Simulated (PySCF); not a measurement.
Zero-point energy (kcal/mol) of eight silicon and germanium compounds: PBE-D3(BJ) beside B3LYP-D3(BJ), computed with PySCF for isolated molecules in the bases named; differences from unrounded values. The eight are the first of their class met in an unordered collection, after screening for sound electronic states; none was chosen by its value. Each level has its own optimised geometry.

```
molecule                                                  basis  B3LYP-D3(BJ)  PBE-D3(BJ)  difference
-----------------------------------------------------  --------  ------------  ----------  ----------
C3H6FNSi, SMILES FC1=CCN1[SiH3]                        def2-SVP         51.80           …           …
SiHBr3, SMILES Br[SiH](Br)Br                           def2-SVP          7.88        7.63       -0.25
Cl2FH3Si2, SMILES F[SiH2][SiH](Cl)Cl                   def2-SVP         20.62       19.93       -0.70
C2H9FOSi2, SMILES C[C@H]([SiH3])[Si@H](O)F             def2-SVP         66.82       64.92       -1.90
GeF₃Br, SMILES [F][Ge]([F])([F])[Br]                   def2-SVP          5.18           …           …
Si(Cl)(H)2(NHMe) (CH₆ClNSi), SMILES Cl[SiH2]NC         def2-SVP         46.07       44.82       -1.25
Si(F)2(OH)(SiH3) (F2H4OSi2), SMILES O[Si](F)(F)[SiH3]  def2-SVP         28.42       27.53       -0.90
C2H8FNOSi, SMILES CC[Si@](N)(O)F                       def2-SVP         68.16           …           …
```

**Question.** What belongs in the gaps? (Estimate from the structure and the level; the computed values follow.)

**Answer.** 
- C3H6FNSi, SMILES FC1=CCN1[SiH3], PBE-D3(BJ): 50.28
- C3H6FNSi, SMILES FC1=CCN1[SiH3], difference: -1.52
- C2H8FNOSi, SMILES CC[Si@](N)(O)F, PBE-D3(BJ): 66.50
- C2H8FNOSi, SMILES CC[Si@](N)(O)F, difference: -1.66
- GeF₃Br, SMILES [F][Ge]([F])([F])[Br], PBE-D3(BJ): 4.99
- GeF₃Br, SMILES [F][Ge]([F])([F])[Br], difference: -0.19

PBE-D3(BJ) lies below B3LYP-D3(BJ) in 8 and above it in 0 of the eight; the mean signed difference is -1.05 and the largest -1.90 kcal/mol.
